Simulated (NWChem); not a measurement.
Species: CH5NO2Si; SMILES N[SiH]1OCO1

```xyz
10

N      0.0000    -1.9369     0.4532
Si     0.0009    -0.4778    -0.4247
O      1.1134     0.7425     0.0341
C     -0.0006     1.6076     0.2854
O     -1.1138     0.7409     0.0316
H     -0.0105    -1.9911     1.4728
H      0.0019    -2.8510    -0.0002
H      0.0062    -0.8737    -1.8668
H     -0.0010     2.4800    -0.4110
H     -0.0026     1.9710     1.3411
```
Atoms are numbered in this order, from 1.

All runs: NWChem. All runs use the structure optimised with PBE-D3(BJ)/def2-SVP.

Task: Order these by “orbital gap (eV)”, lowest first: RPBE/def2-SVP; MPW1K/def2-SVP; B3LYP/def2-SVP.

Result: RPBE/def2-SVP (6.48), B3LYP/def2-SVP (8.52), MPW1K/def2-SVP (10.89)
